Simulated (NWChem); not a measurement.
CH4Al cation; SMILES [CH3][AlH+]

Program: NWChem. Pople sets run with spherical d functions. STO-3G and 3-21G are far too small for this property and stand as cheap habits. Geometry: optimised at PBE0-D3(BJ)/def2-TZVP. Field at 589 nm.

Problem. Among these, which level gives the highest value of “anisotropy (bohr³)”?
A. B3LYP/STO-3G
B. B3LYP/aug-cc-pVDZ
C. B3LYP/def2-SVP
D. B3LYP/6-31G*

Solution. C, B3LYP/def2-SVP. Values: B3LYP/STO-3G 16.2; B3LYP/aug-cc-pVDZ 18.3; B3LYP/6-31G* 18.8; B3LYP/def2-SVP 20.3
